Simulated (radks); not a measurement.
The numbers below are computed, except where a source is named.
Species: the technetium ion Tc2+. Configuration: [Ar] 3d10 4s2 4p5.75 4d5 5p0.25 (fractional occupations, a model configuration).

Level of theory: scalar-relativistic Kohn-Sham, BP86, spin-polarised, spherical densities, point nucleus; open shells are filled with parallel spins first (spin-orbit coupling, left out, can overturn this in heavy ions) (a radial shooting solver on a logarithmic mesh with Libxc functionals).

Energy parts (hartree):
total: -4285.38231
kinetic: 4425.06377
electron-nucleus: -10300.16572
Hartree: 1718.56840
exchange-correlation: -128.84876

Orbitals (lengths in bohr, moments of r in powers of bohr; r(90%) holds 90 % of the orbital's charge):
1s up: occ. 1; eigenvalue (hartree) -767.7517; r(90%) 0.0614; <r^4> 6.516e-06; <1/r> 44.71
1s down: occ. 1; eigenvalue (hartree) -767.7503; r(90%) 0.0614; <r^4> 6.516e-06; <1/r> 44.71
2s up: occ. 1; eigenvalue (hartree) -110.1126; r(90%) 0.231; <r^4> 0.001197; <1/r> 10.09
2s down: occ. 1; eigenvalue (hartree) -110.0871; r(90%) 0.231; <r^4> 0.001196; <1/r> 10.09
2p up: occ. 3; eigenvalue (hartree) -98.61873; r(90%) 0.212; <r^4> 0.0008575; <1/r> 9.794
2p down: occ. 3; eigenvalue (hartree) -98.59872; r(90%) 0.212; <r^4> 0.0008572; <1/r> 9.795
3s up: occ. 1; eigenvalue (hartree) -19.72993; r(90%) 0.613; <r^4> 0.06037; <1/r> 3.480
3s down: occ. 1; eigenvalue (hartree) -19.71507; r(90%) 0.613; <r^4> 0.06024; <1/r> 3.480
3p up: occ. 3; eigenvalue (hartree) -15.95878; r(90%) 0.629; <r^4> 0.06620; <1/r> 3.312
3p down: occ. 3; eigenvalue (hartree) -15.94200; r(90%) 0.628; <r^4> 0.06598; <1/r> 3.312
3d up: occ. 5; eigenvalue (hartree) -9.85775; r(90%) 0.637; <r^4> 0.07038; <1/r> 3.082
3d down: occ. 5; eigenvalue (hartree) -9.83290; r(90%) 0.636; <r^4> 0.06985; <1/r> 3.082
4s up: occ. 1; eigenvalue (hartree) -3.40640; r(90%) 1.54; <r^4> 2.413; <1/r> 1.291
4s down: occ. 1; eigenvalue (hartree) -3.27496; r(90%) 1.53; <r^4> 2.368; <1/r> 1.302
4p up: occ. 3; eigenvalue (hartree) -2.37582; r(90%) 1.73; <r^4> 3.827; <1/r> 1.151
4p down: occ. 2.75; eigenvalue (hartree) -2.23530; r(90%) 1.72; <r^4> 3.794; <1/r> 1.160
4d up: occ. 5; eigenvalue (hartree) -0.92821; r(90%) 2.47; <r^4> 15.86; <1/r> 0.8381
4d down: occ. 0; eigenvalue (hartree) -0.78523; r(90%) 2.56; <r^4> 18.88; <1/r> 0.8274
5s up: occ. 0; eigenvalue (hartree) -0.73128; r(90%) 3.95; <r^4> 104.6; <1/r> 0.4722
5p up: occ. 0.25; eigenvalue (hartree) -0.51969; r(90%) 4.75; <r^4> 217.3; <1/r> 0.3931
5d up: occ. 0; eigenvalue (hartree) -0.26736; r(90%) 7.39; <r^4> 1249; <1/r> 0.2592

The highest occupied level is 5p up at -14.141 eV. The configuration is held as typed, so some empty levels lie below it. Spin moment in Bohr magnetons: 5.5. The density falls to 0.001 e/bohr^3 at r = 3.69 bohr. Summed over all electrons, <r^2> = 32.93 bohr^2, which gives a Langevin (diamagnetic) susceptibility term of -26.1 x 10^-6 cm^3/mol.
